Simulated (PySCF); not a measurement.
Isomers of C3H7FSi, one GFN2-xTB conformer each. Single-point energies are computed at PBE0/pcSseg-1 (PySCF, gas phase, no added dispersion term), electronic only.

```json
{"SMILES": "C[Si@@H]1C[C@H]1F", "GFN2-xTB relative energy (kJ/mol)": "277.1"}
{"SMILES": "C=C[SiH2]CF", "GFN2-xTB relative energy (kJ/mol)": "246.7"}
{"SMILES": "C=C[C@H](F)[SiH3]", "GFN2-xTB relative energy (kJ/mol)": "205.9"}
{"SMILES": "C/C=C(/F)[SiH3]", "GFN2-xTB relative energy (kJ/mol)": "179.5"}
{"SMILES": "F[SiH2]C1CC1", "GFN2-xTB relative energy (kJ/mol)": "0.0"}
```

Conformers: `[CH2:1]=[CH:2][SiH2:3][CH2:4][F:5]` with C1–C2–Si3–C4 133°, C2–Si3–C4–F5 60°; `[CH2:1]=[CH:2][C@H:3]([F:4])[SiH3:5]` with C1–C2–C3–F4 -152°; `[F:1][SiH2:2][CH:3]1[CH2:4][CH2:5]1` with F1–Si2–C3–C4 175°.

**Question.** What does PBE0/pcSseg-1 give for the same structures?

**Answer.** 
```tsv
SMILES	PBE0/pcSseg-1 E (Eh)	PBE0/pcSseg-1 (kJ/mol)	GFN2-xTB (kJ/mol)	point group
F[SiH2]C1CC1	-507.49625	0.0	0.0	C1
C/C=C(/F)[SiH3]	-507.43027	173.2	179.5	Cs
C=C[SiH2]CF	-507.42650	183.1	246.7	C1
C[Si@@H]1C[C@H]1F	-507.42509	186.8	277.1	C1
C=C[C@H](F)[SiH3]	-507.41998	200.2	205.9	C1
```

Both levels put the same isomer lowest; measured from each level's own lowest isomer, the values differ by up to 90.3 kJ/mol (C[Si@@H]1C[C@H]1F: 277.1 against 186.8). As drawn, the lowest has a three-membered ring and an Si–F bond, which the highest lacks; the highest has a C=C bond outside aromatic rings, which the lowest lacks. Neighbours under 10 kJ/mol apart (C/C=C(/F)[SiH3] and C=C[SiH2]CF; C=C[SiH2]CF and C[Si@@H]1C[C@H]1F) can change places with a better method, another conformer or zero-point energy.

**Question.** Which frontier levels, dipoles and rotational constants go with these structures?

**Answer.** 
```json
{"SMILES": "F[SiH2]C1CC1", "HOMO (eV, PBE0/pcSseg-1)": "-8.47", "LUMO (eV)": "0.35", "dipole (D)": "2.12", "A, B, C (MHz)": "10222, 2178, 2020"}
{"SMILES": "C/C=C(/F)[SiH3]", "HOMO (eV, PBE0/pcSseg-1)": "-7.19", "LUMO (eV)": "-0.15", "dipole (D)": "1.88", "A, B, C (MHz)": "4572, 3146, 1927"}
{"SMILES": "C=C[SiH2]CF", "HOMO (eV, PBE0/pcSseg-1)": "-7.95", "LUMO (eV)": "-0.44", "dipole (D)": "1.74", "A, B, C (MHz)": "7721, 2024, 1750"}
{"SMILES": "C[Si@@H]1C[C@H]1F", "HOMO (eV, PBE0/pcSseg-1)": "-6.74", "LUMO (eV)": "0.63", "dipole (D)": "2.58", "A, B, C (MHz)": "8595, 2301, 2152"}
{"SMILES": "C=C[C@H](F)[SiH3]", "HOMO (eV, PBE0/pcSseg-1)": "-7.43", "LUMO (eV)": "-0.23", "dipole (D)": "1.68", "A, B, C (MHz)": "4976, 2915, 2005"}
```
